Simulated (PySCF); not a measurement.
**Question.** Give a PBE0-D3(BJ)/def2-SVP geometry of `FC(F)(F)CC1=C[SiH2]C=C[SiH2]1`.

**Answer.** 
```
atom  x, y, z in Å
F1     4.1110   -0.4672    0.0759
C2     2.8636   -0.3308   -0.3831
F3     2.6301   -1.3343   -1.2286
F4     2.8262    0.8075   -1.0935
C5     1.8735   -0.3064    0.7563
C6     0.4278   -0.1813    0.3420
C7    -0.4565   -1.1272    0.7188
Si8   -2.3063   -1.1334    0.4211
C9    -2.8518    0.5294   -0.2356
C10   -1.9944    1.4946   -0.6148
Si11  -0.1259    1.3581   -0.6128
H12    2.0315   -1.2288    1.3363
H13    2.1680    0.5427    1.3957
H14   -0.0620   -1.9846    1.2889
H15   -3.0061   -1.4433    1.7078
H16   -2.6660   -2.2267   -0.5375
H17   -3.9308    0.7259   -0.3164
H18   -2.4105    2.4401   -0.9948
H19    0.3480    1.3154   -2.0284
H20    0.4787    2.5661    0.0314
```

Any rigid rotation of these coordinates is as good. Atoms count from 1 in this order. Si8 (SiH2 silicon) is tetrahedral (angles from 106.7° to 110.8°). The C–Si distances run from 1.869 Å (Si8–C9, drawn single) to 1.894 Å (C6–Si11, drawn single), a spread of 0.025 Å. Si11 (SiH2 silicon) is tetrahedral (angles from 107.6° to 111.2°). The 6-membered ring C6–C7–Si8–C9–C10–Si11 has internal angles of 109.9° to 127.3°; it is puckered, 0.08 Å rms from its mean plane, widest ring torsion 12°.

Bonds between heavy atoms (Å): F1–C2 1.336, C2–F3 1.333, C2–F4 1.342, C2–C5 1.510, C5–C6 1.509, C6=C7 1.349, C7–Si8 1.874, Si8–C9 1.869, C9=C10 1.345, C10–Si11 1.874, C6–Si11 1.894.

The calculation used PBE0-D3(BJ)/def2-SVP geometry optimisation, gas phase (PySCF).

Point group: C1 (no symmetry element, even within 0.4 Å). Stationary, but not proved a minimum. One conformer, not necessarily the lowest (C2–C5–C6–C7 122°, C6–C7–Si8–C9 -10°, C7–Si8–C9–C10 9°, C9–C10–Si11–C6 -12°, C5–C6–Si11–C10 -165°).

Time: 4.6 min wall; peak memory 1.0 GiB. Hardware: one thread of an Arm Neoverse V2, shared host with 96 logical CPUs at a one-minute load of 79. These figures are those of the optimisation.
